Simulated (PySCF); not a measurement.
Ge₂H₈Si.
Numbering: `[SiH3:1][GeH2:2][GeH3:3]` (hydrogens: H4, H5, H6 on Si1; H7, H8 on Ge2; H9, H10, H11 on Ge3)

Computed by this run: PySCF, PBE0-D3(BJ)/def2-SVP geometry optimisation, gas phase; density fitting, grid level 1; the optimiser is geomeTRIC in internal coordinates, started from a GFN2-xTB structure with every atom displaced at random (about 0.01 Å).

Step 0: E = -121010.0176 eV
```
atom  x, y, z in Å  |  force x, y, z in eV/Å
Si1     1.9848    0.7457   -0.0089   -0.486   0.489  -0.223
Ge2     0.2265   -0.8143   -0.1060   -0.150  -0.268   0.055
Ge3    -2.0544   -0.0926    0.0794    0.319   0.260   0.543
H4      3.2985    0.1203   -0.1571    0.486  -0.355  -0.032
H5      1.8056    1.7386   -1.1050    0.004   0.048  -0.114
H6      1.9227    1.4893    1.2625    0.019   0.135   0.374
H7      0.4158   -1.8999    0.9370    0.104  -0.219   0.543
H8      0.3099   -1.6405   -1.3719    0.078  -0.119  -0.639
H9     -2.4595    0.8918   -0.9535   -0.122   0.705  -0.938
H10    -2.3445    0.6235    1.3833    0.119   0.197   0.536
H11    -3.0679   -1.1882    0.0245   -0.371  -0.873  -0.105
```

Step 1: E = -121010.1943 eV
```
atom  x, y, z in Å  |  force x, y, z in eV/Å
Si1     1.9135    0.7642   -0.0104   -0.014   0.075  -0.037
Ge2     0.2243   -0.8994   -0.1128   -0.005  -0.450  -0.057
Ge3    -2.0309   -0.0457    0.0910   -0.300   0.181   0.007
H4      3.2616    0.1382   -0.1486    0.033  -0.003   0.013
H5      1.7182    1.7504   -1.1158   -0.002  -0.011  -0.027
H6      1.8351    1.5002    1.2861    0.006  -0.016   0.045
H7      0.4376   -1.9751    0.9863   -0.007   0.188   0.006
H8      0.3360   -1.7051   -1.4366   -0.009   0.190   0.053
H9     -2.3768    0.9816   -1.0227    0.104  -0.186   0.115
H10    -2.2308    0.6767    1.4473    0.069  -0.086  -0.101
H11    -3.0503   -1.2122    0.0206    0.125   0.118  -0.015
```

**Question.** Estimate the geometry and energy of step 2. (The exact step hangs on the optimiser's Hessian estimate; all steps are aligned on step 1, rigid shifts and turns removed.)

**Answer.** E = -121010.2077 eV, largest force 0.191 eV/Å
```
atom  x, y, z in Å  |  force x, y, z in eV/Å
Si1     1.9036    0.7623   -0.0122   -0.022   0.037  -0.012
Ge2     0.2209   -0.9133   -0.1129   -0.013  -0.190  -0.016
Ge3    -2.0296   -0.0447    0.0935   -0.068   0.072   0.019
H4      3.2581    0.1460   -0.1495    0.009   0.009   0.008
H5      1.7004    1.7466   -1.1190    0.004  -0.009  -0.006
H6      1.8214    1.4901    1.2908    0.008  -0.011   0.008
H7      0.4377   -1.9656    0.9965    0.015   0.062   0.048
H8      0.3310   -1.6920   -1.4424    0.005   0.067  -0.030
H9     -2.3467    0.9686   -1.0230    0.031  -0.025  -0.017
H10    -2.2104    0.6733    1.4448    0.024  -0.012   0.006
H11    -3.0488   -1.1974    0.0177    0.007   0.001  -0.009
```

The energy changes by -0.0135 eV. The first-order estimate −F·Δx gives -0.0200 eV and the mean of the old and new forces, exact on a quadratic surface, -0.0134 eV. The step makes an angle of 61° with the force vector and moves no atom by more than 0.033 Å.

What follows is the cost of the whole optimisation. The run took 80 s wall on an Arm Neoverse N1 with one thread, no GPU, shared host with 64 logical CPUs at a one-minute load of 62, and the process peaked at 0.51 GiB of memory.
